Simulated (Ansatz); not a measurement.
Stretching the B1–F2 bond in BF2HO (SMILES OB(F)F) (multiplicity 1 held, fragments rigid). Energies count from the point at 1.332 Å.
Geometry at that point (charge 0, multiplicity 1):
```xyz
5

B     -0.01133    -0.00676     0.01793
F      1.28636    -0.21417    -0.20169
F     -0.53872    -0.47351     1.13641
O     -0.79276     0.65750    -0.85725
H     -0.33000     0.96291    -1.64415
```

R- and RO- levels are restricted; in cc, def2 and unpolarised 6-31G sets they are followed outwards from rest. Unrestricted levels (U-) break spin symmetry where that is lower. Curves can end on different states.

Cores are frozen in the correlated methods.

The values were computed with Ansatz (a quantum-chemistry and plane-wave program) with Gaussian orbitals. 

Energies in kJ/mol.

| R (Å) | R-HF/cc-pVDZ | U-MP2/cc-pVDZ | U-SCS-MP2/cc-pVDZ | R-CCSD(T)/cc-pVDZ |
|---|---|---|---|---|
| 1.066 | 260 | 291 | 291 | 291 |
| 1.199 | 44 | 59 | 59 | 59 |
| 1.332 | 0 | 0 | 0 | 0 |
| 1.466 | 35 | 22 | 22 | 23 |
| 1.599 | 106 | 82 | 82 | 83 |
| 1.799 | 235 | 197 | 196 | 197 |
| 1.999 | 362 | 312 | 310 | 310 |
| 2.332 | 546 | 579 | 573 | 467 |
| 2.665 | 689 | 661 | 651 | 570 |
| 3.064 | 822 | 690 | 678 | 604 |
| 3.597 | 950 | 700 | 688 | 442 |
| 4.264 | 1050 | 703 | 690 | 114 |

Doubts at one or more of the structures used: a restricted determinant that unrestricted orbitals would lower (R-HF/cc-pVDZ, R-CCSD(T)/cc-pVDZ); a spin-contaminated determinant (U-MP2/cc-pVDZ, U-SCS-MP2/cc-pVDZ); other coupled-cluster roots lie near (R-CCSD(T)/cc-pVDZ); T1 above 0.05 (R-CCSD(T)/cc-pVDZ).
